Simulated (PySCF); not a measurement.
# Broadened absorption spectrum of C4H8OSi2

Compound: C₄H₈OSi₂.
SMILES: `[SiH3][SiH2]c1ccco1`

Theory: TDDFT wB97X-D/def2-SVPD, vertical, gas phase, core orbitals frozen in the response in PySCF 2.14.0, density-fitted response routines. One conformer (not necessarily the lowest) at the PBE0-D3(BJ)/def2-SVP geometry, without solvent, vibrations or thermal averaging. Torsions of this conformer, `[SiH3:1][SiH2:2][c:3]1[cH:4][cH:5][cH:6][o:7]1`: Si1–Si2–C3–C4 -118°.

Each state is given a Gaussian of 0.25 eV full width at half maximum, with ε(max) = 2.175×10⁸ f / Δν̃ (Δν̃ the width in cm⁻¹). The width is an assumption, not a result. The curve ends short of the highest state used, and states not computed would add to its high-energy end.

```
E (eV)  ε (L mol⁻¹ cm⁻¹)
  5.40                91
  5.43               235
  5.46               563
  5.50              1592
  5.53              3162
  5.56              5800
  5.59              9822
  5.63             17510
  5.66             24612
  5.69             31938
  5.73             39926
  5.76             43004
  5.79             42764
  5.82             39262
  5.86             30942
  5.89             23579
  5.92             16589
  5.96              9168
  5.99              5354
  6.02              2888
  6.05              1440
  6.09               510
  6.12               225
  6.15               113
  6.19                86
  6.22               107
  6.25               143
  6.28               183
  6.32               228
  6.35               244
  6.38               243
  6.42               219
  6.45               195
  6.48               182
  6.51               198
  6.55               303
  6.58               470
  6.61               728
  6.65              1204
  6.68              1620
  6.71              2022
  6.74              2340
  6.78              2528
  6.81              2457
  6.84              2223
  6.88              1757
  6.91              1385
  6.94              1059
  6.97               817
  7.01               653
  7.04               666
  7.07               821
  7.11              1320
  7.14              1972
  7.17              2887
  7.20              4040
```

Question: Locate the maxima and give the states behind the curve.

Answer: 215 nm (5.77 eV), ε about 43000, made up of S1 (100%); 195 nm (6.36 eV), ε about 250, made up of S2 (99%); 183 nm (6.78 eV), ε about 2500, made up of S3 (45%) and S4 (54%) (ε in L mol⁻¹ cm⁻¹; maxima over ε = 5, shares over 10%). At its high-energy end, 7.20 eV, the curve is still rising (ε about 4000, from S6 and S7). The states used: S1 5.77 eV (f 0.402); S2 6.36 eV (f 0.0023); S3 6.76 eV (f 0.011); S4 6.80 eV (f 0.013); S5 7.03 eV (f 0.0025); S6 7.30 eV (f 0.048); S7 7.40 eV (f 0.037); S8 7.52 eV (f 0.028); S9 7.61 eV (f 0.0068); S10 7.80 eV (f 0.034).

Question: What would ε be at 5.77 eV, the highest of these maxima, with half the width (0.125 eV)?

Answer: About 86500 L mol⁻¹ cm⁻¹ against 43300, a factor of about 2.00; a lone state at its own centre would give exactly 2.

Question: On this curve, what absorbance would a 10⁻⁴ mol/L sample give at 222 nm over a 1 cm path?

Answer: 222 nm is 5.585 eV, where ε is about 9000 L mol⁻¹ cm⁻¹, so A = ε c l ≈ 0.9 (Beer–Lambert, with the gas-phase spectrum and the assumed width).

All these states lie below the vertical ionisation energy of 8.59 eV (ΔSCF).
